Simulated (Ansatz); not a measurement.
Consider the hydrogenolysis of the Si–Si bond: `CB[SiH2][SiH2]Cl` + H₂ → `CB[SiH3]` + `[SiH3]Cl`.

Calculated with Ansatz (gas phase, PBE0-D4/def2-TZVP geometries, no zero-point term in ΔE). CBS: MP2 limit from def2 TZ/QZ plus the TZ coupled-cluster correction, frozen cores. This one scheme is used for every species. DFT in def2-TZVPP. B3LYP here is the variant with VWN-RPA as its local correlation; programs differ in this. Each species was taken in one conformer, which may not be the lowest.

`CB[SiH2][SiH2]Cl`:

```xyz
13

C    -0.664   -0.399   -2.036
B    -0.990   -0.735   -0.560
Si    0.430   -0.955    0.845
Si    0.758    1.210    1.688
Cl    1.090    2.495    0.096
H     0.313   -0.722   -2.398
H    -0.639    0.706   -2.036
H    -1.445   -0.677   -2.747
H    -2.132   -0.728   -0.192
H     0.034   -1.800    2.008
H     1.751   -1.423    0.336
H     1.935    1.317    2.587
H    -0.440    1.712    2.409
```

H₂:

Z-matrix (Å, degrees):
```
H
H 1 0.746
```

`CB[SiH3]`:

Z-matrix (Å, degrees):
```
C
B 1 1.550
H 1 1.092 2 114.9
H 1 1.106 2 102.7 3 113.8
H 1 1.091 2 116.1 3 -131.0
Si 2 2.018 1 124.4 3 151.8
H 2 1.201 1 118.6 3 -30.5
H 6 1.494 2 107.9 1 -112.4
H 6 1.491 2 111.7 1 130.1
H 6 1.491 2 114.0 1 7.1
```

`[SiH3]Cl`:

Z-matrix (Å, degrees):
```
Si
Cl 1 2.054
H 1 1.481 2 108.5
H 1 1.481 2 108.5 3 -120.0
H 1 1.481 2 108.5 3 120.0
```

```csv
level,ΔE (kJ/mol)
B3LYP-D4,-5.7
B2PLYP,-17.5
r2SCAN,-2.4
HF/def2-TZVPP,-47.2
SCS-MP2/def2-TZVPP,-18.3
CCSD/def2-TZVPP,-18.0
MP2/def2-QZVPP,-6.5
MP2/CBS(def2),-4.5
```

Problem. What does CCSD(T)/CBS give? (An estimate is asked.)

Solution. The calculation gave: -6.9 kJ/mol. The listed levels differ from it by 1.2, -10.6, 4.5, -40.3, -11.4, -11.1, 0.4, 2.4 kJ/mol.

Largest T1 diagnostic among the species: 0.012.

In def2-TZVPP, CCSD(T) changes the Hartree–Fock value by +36.2 kJ/mol (the triples alone add +7.0 kJ/mol) and MP2 by +38.7 kJ/mol. From PBE to PBE0 (25 % exact exchange), in def2-TZVPP and without D4, ΔE moves by −6.8 kJ/mol.
